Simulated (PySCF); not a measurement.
The calculation used delta-SCF UKS SCAN, pcX-2 on the ionised atom, pcseg-1 elsewhere, spin-free X2C in PySCF. Geometries: PBE0-D3(BJ)/def2-SVP; isolated species, one conformer each. Values against the vacuum level. 2p3/2 and 2p1/2 are the ΔSCF energy of one spin-free 2p hole plus the eigenvalues of a spin–orbit and ligand-field matrix of the shell.

Problem. Rank by computed C 1s binding energy, lowest first.
A. C4 in `[BH2:1][NH:2][CH:3]1[CH2:4][CH2:5][CH2:6]1`
B. C5 in `[CH2:1]=[CH:2][BH:3][N:4]([CH3:5])[CH3:6]`
C. C2 in `[CH3:1][CH2:2][O:3][SiH2:4][GeH2:5][GeH3:6]`
D. C1 in `[CH3:1][Ge@H:2]([CH2:3][SiH3:4])[O:5][GeH3:6]`
E. C2 in `[CH3:1][CH2:2][O:3][GeH2:4][GeH2:5][SiH3:6]`

Solution. D (290.17 eV), A (290.52 eV), B (291.50 eV), E (291.88 eV), C (292.23 eV).

From the lowest up, the atoms are bonded to: 3 H and Ge (290.17); 2 C and 2 H (290.52); N and 3 H (291.50); O, C and 2 H (291.88); O, C and 2 H (292.23).

Problem. Order these sites by rising Si 1s binding energy.
A. Silicon in `[CH2]([SiH3])[Ge@@H]([CH3])[O][GeH3]`
B. Silicon in `CC[O][GeH2][GeH2][SiH3]`
C. Silicon in `Cl[SiH2][GeH2][GeH3]`
D. Silicon in `CCO[SiH2][GeH2][GeH3]`

Solution. B (1846.07 eV), A (1846.38 eV), D (1846.70 eV), C (1847.35 eV).

The highest is bonded to Cl, 2 H and Ge, the lowest to 3 H and Ge; the range is 1.28 eV.

Problem. Order these sites by rising Si 2p3/2 binding energy.
A. Silicon in `Cl[SiH2][GeH2][GeH3]`
B. Silicon in `[GeH2]([SiH2]OCC)[GeH3]`
C. Silicon in `CC[O][GeH2][GeH2][SiH3]`

Solution. C (106.33 eV), B (106.84 eV), A (107.53 eV).

From the lowest up, the atoms are bonded to: 3 H and Ge (106.33); O, 2 H and Ge (106.84); Cl, 2 H and Ge (107.53).
